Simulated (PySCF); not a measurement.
## Xe: excitation energy

Xe [Xe] (1S) → Xe [Kr] 4d10 5s1 5p6 6p1 (3P), as a difference of total energies. Computed with PySCF 2.14 in aug-cc-pVQZ-DK3 (9s8p6d3f2g, 102 functions), with the spin-free X2C one-electron Hamiltonian (Gaussian nucleus). Correlated levels: valence: [Kr] 4d10 frozen. The calculations carry no spin-orbit coupling.

```tsv
method	excitation energy (eV)
UHF	24.234
LDA	22.091
PBE	21.778
PBE0	22.634
r2SCAN	22.471
MN15	22.839
wB97X	23.204
M06-2X	23.146
MP2 (valence)	23.267
SCS-MP2 (valence)	23.070
```

Problem. How much does correlation contribute at MP2 (valence)?

Solution. 23.267 − (24.234) = -0.967 eV, measured against UHF.

A first-order spin-orbit estimate (lowest level to lowest level, LS coupling) adds -0.032 eV.

The upper state lies above the first ionisation limit, where it may autoionise and the basis confines it. A Rydberg-like electron needs more diffuse functions than a valence basis has.

The promoted electron is Rydberg-like, and one or two diffuse shells describe it only roughly, which tends to raise the upper state.
